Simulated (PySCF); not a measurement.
HIn, charge -1, doublet, geometry from GFN2-xTB (such geometries of metal compounds can be far from the true shape) (a state made from the parent by changing its charge; the spin is typed, not shown lowest) (core potentials on In), atoms displaced at random by about 0.08 Å a coordinate.

Here is a job for PySCF.
```python
from pyscf import gto, scf

mol = gto.Mole()
mol.atom = '''
    In   -0.063514   -0.029202   -0.134380
    H    -0.077242    0.057136    1.788487
'''
mol.basis = 'def2-tzvp'
mol.ecp = {'In': 'def2-tzvp'}
mol.charge = -1
mol.spin = 1
mol.verbose = 4
mol.build()

mf = scf.UHF(mol)
mf.kernel()
g = mf.nuc_grad_method()
grad = g.kernel()
```

**Question.** What does this run give for the <S^2>, nuclear repulsion energy, number of basis functions, HOMO energy, total energy?

**Answer.** 
| Quantity | Value |
|---|---|
| <S^2> | 0.765 |
| nuclear repulsion energy | 5.7733 Eh |
| number of basis functions | 56 |
| HOMO energy | -0.09 eV |
| total energy | -189.769164 Ha |

These values belong to the state on which the SCF converged, which isn't shown to be the lowest.
